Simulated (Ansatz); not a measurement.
Isolated molecules relaxed with PBE0-D4/def2-TZVP in Ansatz; ΔE leaves out vibrations. CCSD(T)/CBS adds triple-zeta CCSD(T) − MP2 to the extrapolated MP2 energy (def2 sets, frozen cores). This one scheme is used for every species. DFT in def2-TZVPP. B3LYP here is the variant with VWN-RPA as its local correlation; programs differ in this. One conformer a species, not always the lowest.

Consider the cleavage of the Si–Si bond: `[SiH3]N[SiH2][SiH2]Cl` + `C=CNC` → `C=CN(C)[SiH2]Cl` + `[SiH3]N[SiH3]`.

```tsv
level	ΔE (eV)
r2SCAN-D4	-0.72
B3LYP	-0.75
```

**Question.** What does CCSD(T)/CBS give? (Estimate.)

**Answer.** Ansatz gave: -0.83 eV. The listed levels differ from it by 0.11, 0.08 eV.

Largest T1 diagnostic among the species: 0.011.

Leaving LDA and LC-ωPBE aside and taking each functional with its dispersion term where it has one, the values, not all of them listed here, spread over 0.26 eV, from B2PLYP to PBE-D4. LDA lies −0.09 eV from PBE without D4. From BLYP to BHLYP (50 % exact exchange), in def2-TZVPP and without D4, ΔE moves by −0.13 eV.
